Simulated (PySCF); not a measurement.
# Correlation energy of Mg²⁺ (magnesium, charge +2)

[Ne], closed-shell 1S. Calculation: PySCF 2.14, in 6-31G*; the non-relativistic Hamiltonian (point nucleus). Frozen: [He] 2s2; 6 electrons correlated.

Total MP2 correlation energy: -1.82 mhartree.

Same-spin part -0.53 and opposite-spin part -1.29 mhartree; SCS-MP2 scales them by 1/3 and 6/5 to -1.72 mhartree.

```json
{"level": "CCSD", "correlation energy (mhartree)": "-1.77"}
{"level": "(T)", "correlation energy (mhartree)": "-0.03"}
{"level": "CCSD(T)", "correlation energy (mhartree)": "-1.80"}
```

Diagnostics: T1 = 0.00086, D1 = 0.0012, largest double amplitude 0.003.

Task: Is a single reference adequate?

Result: Yes: T1 lies below 0.03 and no double amplitude reaches 0.07.
